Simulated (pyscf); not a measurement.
# HO–Y(OH)–SH, singlet

Gas-phase minimum from PySCF at ωB97X-D3(BJ)/def2-SVP, one conformer. 

SMILES: [OH][Y]([OH])[SH]
```xyz
7

O     -2.1196    -0.5846    -1.8113
Y     -0.6017     0.5543    -1.1318
O     -0.1779     0.8332     0.8206
S      0.9096     1.7362    -2.8451
H     -2.8538    -1.1412    -2.0692
H     -0.0576     0.9185     1.7660
H      1.6585     2.2843    -1.8641
```

Bonds (Å): O1–Y2 2.016, O1–H5 0.957, Y2–O3 2.017, Y2–S4 2.572, O3–H6 0.957, S4–H7 1.350. Bond angles (°): Y2–O1–H5 175.9, O1–Y2–O3 124.2, O1–Y2–S4 118.5, O3–Y2–S4 117.2, Y2–O3–H6 174.3, Y2–S4–H7 91.6.

Properties at ωB97X-D3(BJ)/def2-SVP:

```json
{
 "harmonic_wavenumbers_unscaled": "65, 99, 135, 245, 339, 343, 393, 428, 466, 475, 652, 663, 2736, 4018, 4020 cm⁻¹",
 "zero_point_energy": "21.6 kcal/mol",
 "rotational_symmetry_number": "1",
 "Entropy of this conformer at 298 K and 1 atm, rigid rotor and harmonic oscillator, modes under 100 cm⁻¹ raised to 100": "362.4 J/(mol K)",
 "dipole_moment": "3.75 D"
}
```

Single-point totals, which compare only within one level (frozen core for MP2 and CC):

```json
[
 {"level": "ωB97X-D3(BJ)/def2-TZVP", "total energy (hartree)": "-589.10888"},
 {"level": "PBE/def2-TZVP", "total energy (hartree)": "-588.71037"},
 {"level": "r²SCAN/def2-TZVP", "total energy (hartree)": "-588.95468"},
 {"level": "B3LYP-D3(BJ)/def2-TZVP", "total energy (hartree)": "-589.08264"},
 {"level": "PBE0-D3(BJ)/def2-TZVP", "total energy (hartree)": "-588.72890"},
 {"level": "M06-2X/def2-TZVP", "total energy (hartree)": "-588.87605"},
 {"level": "ωB97M-D3(BJ)/def2-TZVP", "total energy (hartree)": "-589.08472"},
 {"level": "HF/def2-TZVPP", "total energy (hartree)": "-587.17500"},
 {"level": "MP2/def2-TZVPP", "total energy (hartree)": "-588.10188"},
 {"level": "CCSD/def2-TZVPP", "total energy (hartree)": "-588.12215"},
 {"level": "CCSD(T)/def2-TZVPP", "total energy (hartree)": "-588.15823"}
]
```

Soft torsions are taken as harmonic, which can shift the entropy by several J/(mol K). The CCSD(T) − MP2 part came from Ansatz, without density fitting, on the same reference. The frozen core leaves the outer d or s,p core shells of the metals and heavy elements correlated in the MP2 and CC values, and def2-TZVPP describes them poorly, so these totals are far from the basis limit. Elements past Kr carry the def2 core potentials, without spin-orbit coupling.
